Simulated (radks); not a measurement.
Task: Radial electron density D(r) = 4 pi r^2 rho(r) of an atom or ion with 11 electrons. Calculated with a radial shooting solver on a logarithmic mesh with Libxc functionals: scalar-relativistic Kohn-Sham, BLYP, spin-polarised, spherical densities, finite nucleus; Fermi nuclear charge, rms radius of each element as measured or else 0.836 A^(1/3) + 0.57 fm.

```
   r/bohr * D(r) (the largest magnitude, 92.7, reaches the edge; | marks zero)
 0.002384 |       *
 0.002666 |         *
 0.002958 |           *
 0.003309 |            *
 0.003672 |               *
 0.004107 |                 *
 0.004557 |                   *
 0.005097 |                      *
 0.005656 |                         *
 0.006326 |                            *
 0.007019 |                               *
 0.007851 |                                   *
 0.008711 |                                      *
 0.009744 |                                         *
  0.01081 |                                           *
  0.01209 |                                             *
  0.01342 |                                              *
  0.01501 |                                               *
  0.01665 |                                               *
  0.01863 |                                              *
  0.02067 |                                            *
  0.02312 |                                          *
  0.02565 |                                        *
  0.02869 |                                       *
  0.03184 |                                      *
  0.03561 |                                      *
  0.03951 |                                        *
   0.0442 |                                           *
  0.04904 |                                              *
  0.05485 |                                                  *
  0.06086 |                                                     *
  0.06808 |                                                      *
  0.07554 |                                                     *
  0.08449 |                                                 *
  0.09375 |                                           *
   0.1049 |                                   *
   0.1164 |                           *
   0.1301 |                   *
   0.1444 |             *
   0.1615 |         *
   0.1792 |      *
   0.2005 |    *
   0.2224 |   *
   0.2488 |  *
   0.2761 |  *
   0.3088 | *
   0.3426 |*
   0.3832 *
   0.4252 *
   0.4756 *
   0.5278 *
   0.5903 *
    0.655 *
   0.7326 *
```

What is the nuclear charge?

Result: Z = 62. The innermost maximum, from 1s, lies near gamma/Z bohr with gamma = sqrt(1 - (Z/c)^2) = 0.892, here 0.0144 bohr (found: 0.0154), and its height grows with Z. The density is that of the samarium ion Sm51+ in [Ne] 3s1; the configuration itself is not fixed sharply by these data, and Z only to a few units. D(r) has 2 maxima, at r = 0.0154, 0.0686 bohr, and minima at 0.0329 bohr, inside which lie 2.05 electrons.
